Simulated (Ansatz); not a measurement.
Computed with Ansatz on PBE0-D4/def2-TZVP structures; ΔE is electronic, products minus reactants. CBS: MP2 limit from def2 TZ/QZ plus the TZ coupled-cluster correction, frozen cores. This one scheme is used for every species. Functionals use def2-TZVPP. B3LYP here is the variant with VWN-RPA as its local correlation; programs differ in this. One conformer a species, not always the lowest.

Consider the ligand exchange at the Si–C bond: `[SiH3]OC[SiH2]Cl` + `C=CN[SiH3]` → `C=CN([SiH3])[SiH2]Cl` + `CO[SiH3]`.

`[SiH3]OC[SiH2]Cl`:

Z-matrix (Å, degrees):
```
Si
O 1 1.649
H 1 1.480 2 106.4
H 1 1.489 2 110.3 3 -120.2
H 1 1.489 2 110.3 3 120.2
C 2 1.420 1 121.5 3 -179.8
Si 6 1.881 2 106.6 1 -179.8
H 6 1.098 2 111.5 1 -59.6
H 6 1.098 2 111.4 1 60.0
Cl 7 2.060 6 108.0 2 -179.8
H 7 1.481 6 110.6 2 61.6
H 7 1.481 6 110.6 2 -61.3
```

`C=CN[SiH3]`:

Cartesian coordinates in Å:
```
C -0.271 1.218 -1.769
C 0.222 0.398 -0.842
N -0.317 0.142 0.404
Si 0.213 -1.089 1.495
H -1.194 1.768 -1.618
H 0.252 1.359 -2.703
H 1.150 -0.135 -1.036
H -1.172 0.640 0.601
H -0.349 -0.754 2.827
H -0.234 -2.459 1.119
H 1.699 -1.088 1.522
```

`C=CN([SiH3])[SiH2]Cl`:

```xyz
14

C     1.387    0.535   -1.657
C     0.259   -0.048   -1.253
N    -0.221   -0.118    0.060
Si   -1.738   -0.931    0.385
Si    0.748    0.626    1.288
Cl   -0.237    0.338    3.067
H     1.651    0.522   -2.705
H     2.078    1.036   -0.987
H    -0.380   -0.529   -1.989
H    -2.215   -1.411   -0.937
H    -2.739   -0.006    0.969
H    -1.554   -2.087    1.296
H     2.080   -0.011    1.393
H     0.883    2.084    1.069
```

`CO[SiH3]`:

```xyz
9

C    -0.557    1.070   -0.631
O     0.512    0.155   -0.591
Si    0.615   -1.030    0.541
H    -1.518    0.561   -0.774
H    -0.397    1.747   -1.471
H    -0.612    1.665    0.289
H     1.858   -1.780    0.254
H    -0.566   -1.937    0.470
H     0.665   -0.451    1.914
```

Problem. Is it downhill or uphill in electronic energy at CCSD(T)/CBS, and by how much? (Best estimate.)

Solution. Ansatz gave: Downhill: ΔE = -16.0 kcal/mol.

Problem. What do these levels give: B2PLYP, PBE, PBE0, B3LYP, HF/def2-QZVPP, MP2/def2-QZVPP? (Estimate.)

Solution. Ansatz gave: B2PLYP -14.1, PBE -11.6, PBE0 -12.7, B3LYP -11.9, HF/def2-QZVPP -13.4, MP2/def2-QZVPP -17.3 kcal/mol.

Largest T1 diagnostic among the species: 0.012.

From PBE to PBE0 (25 % exact exchange), in def2-TZVPP and without D4, ΔE moves by −1.1 kcal/mol. In def2-TZVPP, CCSD(T) changes the Hartree–Fock value by −2.8 kcal/mol (the triples alone add −0.5 kcal/mol) and MP2 by −4.0 kcal/mol. The D4 term adds −3.0 kcal/mol with B3LYP and −1.6 kcal/mol with PBE0; it sums over pairs of atoms, weighted by their polarisabilities, and B3LYP, whose exchange is more repulsive, gets the larger term.
